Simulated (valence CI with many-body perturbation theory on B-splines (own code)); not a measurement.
E1 transitions of S XII

Computed by valence CI with perturbative core correlation (CI+MBPT): three valence electrons over a frozen Dirac-Fock core [He], a basis of 11 s, 11 p, 9 d, 7 f, 5 g, 2 h, 1 i functions for each j, with the one-electron correlation potential Σ1, the two-electron term Σ2, the three-electron term Σ3, Breit, model QED; selected CI, second order for the rest, scaled by the run's own slope (own B-spline code, finite nucleus).

No measured levels were compared; by estimate levels of excited configurations hold to 0.05 to 0.15 % of their energy, terms of the ground configuration to about 0.5 %.

Lines 1 to 50 of 240 in falling wavelength, among levels below 3174.3 × 10³ cm⁻¹, chosen from the strongest by gf and those to the six lowest levels. Wavelengths and rates use the calculated energies, so an error of 300 cm⁻¹ moves a line at 1512 Å by 0.45 % and its rate by three times that or more. Electric multipoles are in the length gauge, E1 and E2 with the static RPA response of the core. Weak lines are less certain than strong ones. Lines between different terms over intervals too small for the method are left out, as are lines whose strength nearly cancels. Where a level lies close to another of its J and parity, the split of strength between their lines is uncertain. The highest levels of a list are the least certain.

Names give the largest LS component (configuration and term), which can be under half, so a name can repeat, a term be missing and a line seem to break the LS rules; names also repeat where a configuration has a term twice. Letters in brackets count levels of one name in rising energy.

```csv
λ vac (Å),Upper,Lower,A (s⁻¹),S (a.u.) with core polarisation,S without
1512,2s 2p 3d 4D°_7/2,2s 2p 3p 4P_5/2,9.78e+07,1.33e+00,1.33e+00
1350,2s 2p 3d 4P°_5/2,2s 2p 3p 4P_5/2,6.13e+07,4.47e-01,4.47e-01
1323,2s 2p 3d 4F°_9/2,2s 2p 3p 4D_7/2,2.15e+08,2.46e+00,2.46e+00
1297,2s 2p 3d 4F°_7/2,2s 2p 3p 4D_5/2,2.06e+08,1.77e+00,1.77e+00
1293,2s 2p 3d 2F°_7/2 [b],2s 2p 3p 2D_5/2 [b],1.91e+08,1.63e+00,1.63e+00
1261,2s 2p 3d 2F°_5/2 [b],2s 2p 3p 2D_3/2 [b],1.48e+08,8.76e-01,8.76e-01
1250,2s 2p 3d 4F°_5/2,2s 2p 3p 4D_3/2,1.43e+08,8.28e-01,8.28e-01
1230,2s 2p 3d 4F°_3/2,2s 2p 3p 4D_1/2,1.36e+08,4.98e-01,4.98e-01
1228,2s 2p 3d 2P°_3/2 [a],2s 2p 3p 2S_1/2 [a],1.53e+08,5.59e-01,5.58e-01
1187,2s 2p 3p 4D_5/2,2s 2p 3s 4P°_5/2,7.91e+07,3.91e-01,3.91e-01
1184,2s 2p 3d 2P°_3/2 [b],2s 2p 3p 2S_1/2 [b],1.59e+08,5.22e-01,5.22e-01
1167,2s 2p 3p 4D_3/2,2s 2p 3s 4P°_3/2,1.57e+08,4.94e-01,4.94e-01
1122,2s 2p 3d 2D°_5/2 [b],2s 2p 3p 2P_3/2 [b],1.97e+08,8.22e-01,8.22e-01
1109,2s 2p 3p 2D_5/2 [a],2s 2p 3s 2P°_3/2 [a],3.93e+08,1.59e+00,1.59e+00
1104,2s 2p 3p 2D_3/2 [a],2s 2p 3s 2P°_1/2 [a],3.07e+08,8.16e-01,8.16e-01
1101,2s2 3d 2D_5/2,2s2 3p 2P°_3/2,3.35e+08,1.32e+00,1.32e+00
1099,2s 2p 3d 2D°_3/2,2s 2p 3p 2P_1/2 [b],1.83e+08,4.78e-01,4.78e-01
1093,2s 2p 3p 4D_7/2,2s 2p 3s 4P°_5/2,4.44e+08,2.29e+00,2.29e+00
1087,2s 2p 3d 4P°_5/2,2s 2p 3p 4S_3/2,2.08e+08,7.91e-01,7.91e-01
1082,2s 2p 3p 4D_5/2,2s 2p 3s 4P°_3/2,3.54e+08,1.33e+00,1.33e+00
1070,2s2 3d 2D_3/2,2s2 3p 2P°_1/2,3.02e+08,7.30e-01,7.30e-01
1068,2s 2p 3d 4P°_3/2,2s 2p 3p 4S_3/2,1.72e+08,4.13e-01,4.13e-01
1064,2s 2p 3p 2D_3/2 [b],2s 2p 3s 2P°_1/2 [b],1.43e+08,3.41e-01,3.41e-01
1059,2s 2p 3p 2D_5/2 [b],2s 2p 3s 2P°_3/2 [c],2.18e+08,7.66e-01,7.66e-01
1059,2s 2p 3p 2D_3/2 [b],2s 2p 3s 2P°_3/2 [b],1.66e+08,3.90e-01,3.90e-01
1055,2s 2p 3d 4D°_7/2,2s 2p 3p 4D_7/2,9.64e+07,4.47e-01,4.46e-01
1042,2s 2p 3p 2D_5/2 [b],2s 2p 3s 2P°_3/2 [b],1.85e+08,6.17e-01,6.17e-01
1035,2s2 3p 2P°_1/2,2s2 3s 2S_1/2,4.73e+08,5.18e-01,5.18e-01
1030,2s 2p 3p 2P_3/2 [b],2s 2p 3s 2P°_1/2 [b],2.80e+08,6.04e-01,6.04e-01
1026,2s 2p 3d 4D°_5/2,2s 2p 3p 2P_3/2 [a],1.15e+08,3.68e-01,3.68e-01
998.5,2s2 3p 2P°_3/2,2s2 3s 2S_1/2,5.27e+08,1.04e+00,1.04e+00
980.2,2s 2p 3d 2F°_7/2 [a],2s 2p 3p 2D_5/2 [a],5.57e+08,2.07e+00,2.07e+00
977.0,2s 2p 3d 2F°_5/2 [a],2s 2p 3p 2D_3/2 [a],5.22e+08,1.44e+00,1.44e+00
968.2,2s 2p 3d 2D°_5/2 [a],2s 2p 3p 2P_3/2 [a],1.65e+08,4.43e-01,4.43e-01
917.6,2s 2p 3d 2D°_5/2 [a],2s 2p 3p 4D_3/2,1.20e+08,2.76e-01,2.76e-01
906.2,2s 2p 3p 4S_3/2,2s 2p 3s 4P°_3/2,3.37e+08,4.95e-01,4.95e-01
872.9,2s 2p 3p 4S_3/2,2s 2p 3s 4P°_1/2,2.31e+08,3.03e-01,3.03e-01
862.3,2s 2p 3p 2S_1/2 [a],2s 2p 3s 2P°_3/2 [a],6.81e+08,4.31e-01,4.31e-01
856.4,2s 2p 3p 4P_3/2,2s 2p 3s 4P°_5/2,6.74e+08,8.36e-01,8.36e-01
832.3,2s 2p 3p 4P_5/2,2s 2p 3s 4P°_5/2,8.00e+08,1.37e+00,1.37e+00
829.3,2s 2p 3p 4P_1/2,2s 2p 3s 4P°_3/2,9.28e+08,5.23e-01,5.23e-01
779.5,2s 2p 3p 4P_5/2,2s 2p 3s 4P°_3/2,3.04e+08,4.26e-01,4.26e-01
774.5,2s 2p 3p 4P_3/2,2s 2p 3s 4P°_1/2,3.16e+08,2.89e-01,2.89e-01
634.3,2s 2p 3d 2P°_3/2 [a],2s 2p 3p 2P_3/2 [a],4.87e+08,2.45e-01,2.45e-01
456.9,2p3 2D°_5/2,2s 2p2 2P_3/2,1.34e+09,3.79e-01,3.81e-01
444.4,2p3 2D°_3/2,2s 2p2 2P_1/2,1.22e+09,2.11e-01,2.12e-01
422.6,2s 2p 3p 2D_5/2 [b],2s 2p 3s 2P°_3/2 [a],6.29e+08,1.41e-01,1.41e-01
328.6,2p3 2P°_3/2,2s 2p2 2P_3/2,5.12e+09,3.59e-01,3.61e-01
323.4,2p3 2P°_1/2,2s 2p2 2P_1/2,4.97e+09,1.66e-01,1.67e-01
307.0,2p2 3p 2S°_1/2,2s 2p 3p 4D_3/2,3.33e+09,9.50e-02,9.55e-02
```
